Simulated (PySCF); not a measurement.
Simulation results for CH$_{4}$BFSi, B$_{2}$H$_{4}$NSi, CH$_{4}$Al$_{2}$F, BFH$_{3}$OSi

Computed with PySCF 2.14.0. Calculation on a computer-drawn molecule: optimised geometry and harmonic frequencies of an isolated molecule of the commonest isotopes, restricted reference for singlets and unrestricted otherwise, frozen core in MP2.

(1) CH$_{4}$BFSi

Start structure:
```xyz
8
CH4BFSi
B     -1.8555     0.4253     0.2679
C     -0.5545    -0.4165     0.1591
Si    -1.1295    -2.2636    -0.1739
F     -1.6979    -1.9994    -1.7847
H     -2.2589     1.0985    -0.5674
H     -2.4574     0.3937     1.3970
H      0.0671    -0.4309     1.0850
H      0.0558    -0.0863    -0.7067
```

* charge: 0
* multiplicity: 1
* method: HF
* basis: cc-pV(D+d)Z
* rotational constants: 10.2, 4.547, 3.39 GHz
* total energy: -453.2654 hartree
* convergence status largest gradient component: 1.048e-05 hartree/bohr

Drawn bonds:
| atom | other atom | order |
| --- | --- | --- |
| 1 | 2 | 1 |
| 2 | 3 | 1 |
| 3 | 4 | 1 |
| 1 | 5 | 1 |
| 1 | 6 | 1 |
| 2 | 7 | 1 |
| 2 | 8 | 1 |

Optimised structure:
```xyz
8
CH4BFSi
B     -1.8545     0.4255     0.2803
C     -0.5552    -0.4330     0.1852
Si    -0.8129    -2.2187    -0.4287
F     -1.9919    -1.9659    -1.5338
H     -2.2548     1.0515    -0.6603
H     -2.4951     0.4422     1.2984
H     -0.0007    -0.5246     1.1252
H      0.1342    -0.0562    -0.5900
```

Modes:
| frequency (cm⁻¹) | reduced mass (dalton) |
| --- | --- |
| 26.07 | 2.466 |
| 167.9 | 3.433 |
| 224.1 | 1.333 |
| 355 | 3.664 |
| 608.7 | 3.165 |
| 683.1 | 1.231 |
| 811 | 1.329 |
| 836.4 | 6.228 |
| 967.7 | 1.323 |
| 1050 | 2.777 |
| 1141 | 1.464 |
| 1181 | 1.279 |
| 1330 | 1.224 |
| 1514 | 1.137 |
| 2665 | 1.056 |
| 2743 | 1.124 |
| 3105 | 1.067 |
| 3207 | 1.092 |

(2) B$_{2}$H$_{4}$NSi

Start structure:
```xyz
8
B2H4NSi
B     -2.6227     1.3891    -1.1372
N     -2.0549     0.4004    -0.6834
Si    -1.2647    -0.9241     0.0873
B      0.4128    -1.6470    -0.6445
H     -3.1202     2.2745    -1.7362
H     -2.0496    -1.3614     1.2572
H      1.4589    -1.1466    -0.2524
H      0.4437    -2.4542    -1.4267
```

- charge: 1
- multiplicity: 1
- method: HF
- basis: cc-pV(D+d)Z
- rotational constants: 20.02, 3.351, 2.944 GHz
- total energy: -394.8372 hartree
- convergence status largest gradient component: 3e-05 hartree/bohr

Drawn bonds:
| atom | other atom | order |
| --- | --- | --- |
| 1 | 2 | 1 |
| 2 | 3 | 2 |
| 3 | 4 | 1 |
| 1 | 5 | 1 |
| 3 | 6 | 1 |
| 4 | 7 | 1 |
| 4 | 8 | 1 |

Optimised structure:
```xyz
8
B2H4NSi
B     -2.6169     1.3830    -1.2046
N     -2.0307     0.4009    -0.6567
Si    -1.3088    -0.8592     0.0707
B      0.4400    -1.6166    -0.6286
H     -3.1544     2.2885    -1.7121
H     -1.9880    -1.4093     1.2475
H      1.4617    -1.1702    -0.2121
H      0.4005    -2.4864    -1.4399
```

Modes:
| frequency (cm⁻¹) | reduced mass (dalton) |
| --- | --- |
| 118.2 | 3.25 |
| 157.7 | 1.404 |
| 199.6 | 1.923 |
| 250.3 | 4.445 |
| 433.4 | 1.11 |
| 604.1 | 4.21 |
| 748.3 | 1.368 |
| 828.7 | 1.336 |
| 842.1 | 1.365 |
| 853.1 | 1.467 |
| 898.5 | 2.902 |
| 982 | 1.489 |
| 1223 | 1.126 |
| 1890 | 6.007 |
| 2411 | 1.044 |
| 2739 | 1.047 |
| 2857 | 1.131 |
| 3014 | 1.171 |

(3) CH$_{4}$Al$_{2}$F

Start structure:
```xyz
8
CH4Al2F
C     -1.2519    -0.6006     1.4889
Al    -0.7957    -1.6300    -0.2116
F     -2.2415    -1.8417    -1.1962
Al     0.1681    -2.9116    -2.3434
H     -0.3342    -0.3902     2.0976
H     -1.6880     0.4381     1.2002
H     -1.9771    -1.0746     2.0580
H      0.4968    -3.8285    -3.6267
```

* charge: 0
* multiplicity: 2
* method: HF
* basis: cc-pV(D+d)Z
* spin squared: ?
* rotational constants: ?
* total energy: ?

Drawn bonds:
| atom | other atom | order |
| --- | --- | --- |
| 1 | 2 | 1 |
| 2 | 3 | 1 |
| 2 | 4 | 1 |
| 1 | 5 | 1 |
| 1 | 6 | 1 |
| 1 | 7 | 1 |
| 4 | 8 | 1 |

(4) BFH$_{3}$OSi

Start structure:
```xyz
7
BFH3OSi
O     -1.0137    -1.2072     0.8701
Si    -0.0492    -0.0606     1.1876
B      0.6592     1.5113     0.0403
F      1.5444     2.2988     0.8878
H      0.4742    -0.1082     2.6165
H      1.2659     1.0350    -0.9195
H     -0.3072     2.1742    -0.3361
```

* charge: -1
* multiplicity: 1
* method: MP2
* basis: aug-cc-pV(D+d)Z
* total energy: ?
* rotational constants: ?

Drawn bonds:
| atom | other atom | order |
| --- | --- | --- |
| 1 | 2 | 2 |
| 2 | 3 | 1 |
| 3 | 4 | 1 |
| 2 | 5 | 1 |
| 3 | 6 | 1 |
| 3 | 7 | 1 |

**Q.** Give the missing spin squared for CH$_{4}$Al$_{2}$F (entry 3).
**A.** 0.7805

**Q.** Give the missing rotational constants for CH$_{4}$Al$_{2}$F (entry 3).
**A.** 6.034, 2.335, 1.72 GHz

**Q.** CH$_{4}$Al$_{2}$F (entry 3): total energy?
**A.** -623.5301 hartree

**Q.** Give the missing total energy for BFH$_{3}$OSi (entry 4).
**A.** -490.3895 hartree

**Q.** Give the missing rotational constants for BFH$_{3}$OSi (entry 4).
**A.** 25.29, 2.549, 2.36 GHz

Further results for CH$_{4}$Al$_{2}$F (entry 3):

* convergence status largest gradient component: 2.018e-05 hartree/bohr

Optimised structure:
```xyz
8
CH4Al2F
C     -1.1237    -0.7733     1.2187
Al    -1.4143    -1.5314    -0.5631
F     -2.9869    -1.4758    -1.1197
Al     0.3242    -2.3497    -2.3242
H     -0.0715    -0.7814     1.5203
H     -1.4794     0.2628     1.2617
H     -1.6911    -1.3348     1.9706
H      0.8193    -3.8554    -2.4975
```

Modes:
| frequency (cm⁻¹) | reduced mass (dalton) |
| --- | --- |
| 47.28 | 1.037 |
| 108.9 | 4.73 |
| 164.6 | 1.568 |
| 185.9 | 2.129 |
| 195.3 | 4.788 |
| 331.2 | 8.338 |
| 434.6 | 1.126 |
| 645 | 4.018 |
| 653.4 | 1.324 |
| 724 | 1.471 |
| 833.5 | 9.85 |
| 1330 | 1.237 |
| 1538 | 1.053 |
| 1543 | 1.055 |
| 1921 | 1.044 |
| 3143 | 1.035 |
| 3217 | 1.098 |
| 3231 | 1.1 |

Further results for BFH$_{3}$OSi (entry 4):

- convergence status largest gradient component: 2.986e-05 hartree/bohr

Optimised structure:
```xyz
7
BFH3OSi
O     -1.0376    -1.2420     0.8668
Si    -0.0445    -0.0506     1.1797
B      0.6562     1.5086     0.0366
F      1.5597     2.3038     0.9121
H      0.4859    -0.0853     2.6136
H      1.2645     1.0335    -0.9247
H     -0.3106     2.1754    -0.3374
```

Modes:
| frequency (cm⁻¹) | reduced mass (dalton) |
| --- | --- |
| 57.88 | 3.486 |
| 154.8 | 6.384 |
| 294.8 | 11.79 |
| 312.8 | 1.254 |
| 559.2 | 4.537 |
| 697.3 | 1.54 |
| 826.5 | 2.02 |
| 867.5 | 1.823 |
| 963.4 | 1.123 |
| 1039 | 2.449 |
| 1088 | 2.339 |
| 1168 | 1.1 |
| 2019 | 1.043 |
| 2399 | 1.051 |
| 2422 | 1.111 |
